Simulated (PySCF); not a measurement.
Species: C₂H₁₁N₃OSi₃.
Bonds: C1–C2, C2–O3 (double), C2–N4, N4–Si5, Si5–N6, N6–Si7, Si7–N8, N8–Si9, N4–Si9. Hydrogens: H10, H11, H12 on C1; H13, H14 on Si5; H15 on N6; H16, H17 on Si7; H18 on N8; H19, H20 on Si9.

Definitions: NICS(0) = −σiso at the ring centroid; NICS(1) = −σiso and NICS(1)zz = −σzz at ±1 Å along the ring normal z. Level: GIAO PBE0/pcSseg-1 (PySCF, non-relativistic, gas phase) on the GFN2-xTB geometry, one conformer.

Ring bond lengths (Å), with Mayer bond orders in brackets: N4–Si5 1.774 (0.77), Si5–N6 1.739 (0.90), N6–Si7 1.720 (0.98), Si7–N8 1.735 (0.91), N8–Si9 1.716 (1.00), Si9–N4 1.736 (0.83).

**Question.** What do the NICS probes read (ppm)?

**Answer.** 
```
                ring                                                        type  NICS(0)  NICS(1), two faces  NICS(1)zz, two faces  rms pucker (Å)  centre to ring atoms, mean (Å)
N4–Si5–N6–Si7–N8–Si9  6-membered ring with 3 N and 3 Si; formal bonds all single     -2.8         -1.0 / -1.1             4.2 / 3.8            0.16                            1.71
```

**Question.** What can be read from them?

**Answer.** 
- N4–Si5–N6–Si7–N8–Si9: mean NICS(1)zz 4.0 ppm, deshielded. Si5, Si7, Si9 have four or more neighbours, so the value isn't read as a sign of a π ring current.

**Question.** How shielded are the nuclei of the rings and their hydrogens (means over atoms taken as equivalent)?

**Answer.** 
```tsv
atoms	environment	σ isotropic (ppm)	principal values of the symmetric part, first atom (ppm)
N4	amide nitrogen	138.2	35.2, 161.9, 217.4
Si5 (×2)	SiH2 silicon	397.6	380.5, 411.8, 425.2
N6 (×2)	nitrogen bridging silicon atoms	250.2	215.6, 235.5, 283.7
Si7	SiH2 silicon	385.2	359.0, 374.8, 422.0
H13 (×4)	Si–H hydrogen	26.27	22.0, 25.1, 31.6
H15 (×2)	N–H hydrogen	32.37	23.8, 28.6, 44.6
H16 (×2)	Si–H hydrogen	26.24	22.6, 24.0, 32.0
```
